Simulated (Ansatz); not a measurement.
Stepwise reaction of `[SiH3]OB(Cl)Cl` with ammonia, as a gas-phase model of exchange steps in deposition or etching. ΔE in kJ/mol; ΔG adds harmonic PBE0-D4 terms to CCSD(T)/CBS, at 1 bar.

Program: Ansatz. Geometries: PBE0-D4/def2-TZVP. ΔE: electronic, gas phase. CBS: MP2 limit from def2 TZ/QZ plus the TZ coupled-cluster correction, frozen cores. This one scheme is used for every species. Functionals use def2-TZVPP. B3LYP here is the variant with VWN-RPA as its local correlation; programs differ in this. Each species was taken in one conformer, which may not be the lowest.

```json
{"step": "1", "reaction": "`[SiH3]OB(Cl)Cl` + NH₃ → `NB(Cl)O[SiH3]` + HCl", "PBE-D4": "-20.5", "B3LYP-D4": "-27.1", "ωB97M-V": "-25.3", "CCSD(T)/CBS": "-24.5", "ΔG(500 K)": "-28.9"}
{"step": "2", "reaction": "`NB(Cl)O[SiH3]` + NH₃ → `NB(N)O[SiH3]` + HCl", "PBE-D4": "6.5", "B3LYP-D4": "1.8", "ωB97M-V": "2.4", "CCSD(T)/CBS": "2.9", "ΔG(500 K)": "-2.6"}
```

Task: By hand: ΔE of the 2 steps together at CCSD(T)/CBS.

Result: (-24.5) + (2.9) = -21.6 kJ/mol, or -10.8 kJ/mol a step.

In ΔE each step is higher than the one before. ΔG lies between -28.9 and -2.6 kJ/mol a step. PBE-D4 differs from CCSD(T)/CBS by 3.6 to 4.0 kJ/mol a step. Isolated molecules leave out the surface, adducts and barriers. Largest T1 diagnostic: 0.012.
